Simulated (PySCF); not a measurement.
Species: C₄H₄F₂N (doublet state).
Geometry (GFN2-xTB, Å), atoms numbered from 1 in this order:
```xyz
11
C4H4F2N angstrom
C     -1.8762   -0.2512    0.3194
C     -0.5820    0.2642    0.3361
N     -0.3552    1.3438    1.0262
C      0.4531   -0.4631   -0.4434
F      0.0184   -1.5676   -1.0921
C      1.7482   -0.1918   -0.5992
F      2.3510    0.8560   -0.0348
H     -2.1291   -1.1383   -0.2312
H     -2.6376    0.2610    0.8769
H      0.5991    1.6858    1.0120
H      2.4159   -0.7960   -1.1959
```

The hyperfine couplings belong to this conformer and change with its torsions.

Identity: `FC(/C(=N\[H])[CH2])=C/F` [radical].

Computed, not measured: UKS B3LYP, pcH-1 on C F H N, non-relativistic, mean-field spin-orbit, GIAO in PySCF 2.14.0. Geometry: GFN2-xTB, one conformer, isolated molecule. A GFN2-xTB geometry isn't a minimum of the functional, and hyperfine couplings can be far from their values at a DFT geometry. The SCF solution wasn't tested for stability. ⟨S²⟩ is 0.784 where a pure state has 0.75.

(1) Give the principal g shifts and their parts.

(2) What are the electron Larmor frequencies g μB B/h along the three axes at 340 mT?

(3) Average each term over the three axes. Which is largest in size?

(4) In a frozen sample, at which fields do the three g values resonate at 9.5, 34, 94 and 263 GHz (hyperfine left aside), and which band first spreads them over more than twice a line width of 1.0 mT?

Answers

(1) 
| Δg (ppm) | 1 | 2 | 3 |
| --- | --- | --- | --- |
| relativistic mass correction | -172 | -172 | -172 |
| gauge correction | -7 | 37 | 38 |
| orbital Zeeman/spin–orbit | 22 | 904 | 2926 |
| total | -158 | 769 | 2791 |

So g = 2.00216, 2.00309, 2.00511 and g_iso = 2.00345; the tensor is rhombic: the two nearest values differ by 31 % of g3 − g1. Axes: g1 is normal to the molecular plane and g2 points within 2° of the C2–C4 bond.

(2) 9.5277, 9.5321, 9.5418 GHz for g1, g2 and g3, a range of 14.0 MHz.

(3) The orbital-Zeeman/spin–orbit term 1284, the mass correction -172 and the gauge correction 22 ppm, for a total of 1134 ppm. The orbital-Zeeman/spin–orbit term is the largest in size. The mass correction is the same along every axis, so the anisotropy comes from the other two: their spans along these axes are 45 (gauge) and 2904 ppm (orbital Zeeman/spin–orbit).

(4) 
```json
{"band": "X", "GHz": "9.5", "B(g3) mT": "338.51", "B(g2) mT": "338.85", "B(g1) mT": "339.01", "spread mT": "0.50"}
{"band": "Q", "GHz": "34.0", "B(g3) mT": "1211.52", "B(g2) mT": "1212.74", "B(g1) mT": "1213.30", "spread mT": "1.78"}
{"band": "W", "GHz": "94.0", "B(g3) mT": "3349.48", "B(g2) mT": "3352.87", "B(g1) mT": "3354.42", "spread mT": "4.93"}
{"band": "J", "GHz": "263.0", "B(g3) mT": "9371.43", "B(g2) mT": "9380.89", "B(g1) mT": "9385.23", "spread mT": "13.80"}
```

The spread grows in proportion to the frequency. W band is the first where it exceeds 2.0 mT.

The largest Mulliken spin populations are on C1 (+0.78), N3 (+0.54), C2 (-0.21) and C6 (-0.07). The angles at C1 add up to 360.0°, so it is planar; its axial dipolar tensor and the negative couplings of its protons fit spin in a p orbital normal to that plane.

The HOMO–LUMO gaps are 5.32 eV among the α and 4.09 eV among the β orbitals.
